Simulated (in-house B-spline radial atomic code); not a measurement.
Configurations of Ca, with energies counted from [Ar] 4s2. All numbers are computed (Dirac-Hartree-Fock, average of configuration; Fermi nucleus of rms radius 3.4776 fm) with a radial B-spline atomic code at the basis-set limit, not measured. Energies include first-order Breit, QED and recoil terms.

Occupations are held fixed; configurations that lie above the ionisation limit could autoionise.

| configuration | E - E(ref) (eV) | highest orbital | its <r> (bohr) |
| --- | --- | --- | --- |
| [Ar] 4s1 (5f7/2)1 | 4.5939 | 5f7/2 | 31.36 |
| [Ne] 3s2 (3p1/2)2 (3p3/2)3 4s2 7s1 | 32.96 | 7s1/2 | 31.21 |
| [Ne] 3s1 3p6 4s2 (7d5/2)1 | 58.404 | 7d5/2 | 52.27 |
| [He] 2s2 (2p1/2)1 (2p3/2)4 3s2 3p6 4s2 (4f7/2)1 | 359.78 | 4f7/2 | 17.9 |

**Question.** Order these further configurations by energy, lowest first.
A. [Ne] 3s2 (3p1/2)1 (3p3/2)4 4s2 8s1
B. [Ne] 3s2 (3p1/2)2 (3p3/2)3 4s2 (4p1/2)1
C. [Ar] 4s1 (4p3/2)1
D. [He] 2s2 (2p1/2)1 (2p3/2)4 3s2 3p6 4s2 (7g7/2)1
E. [Ar] 4s1 (7f7/2)1

**Answer.** C (1.6526 eV), E (4.8612 eV), B (29.102 eV), A (33.558 eV), D (360.36 eV).
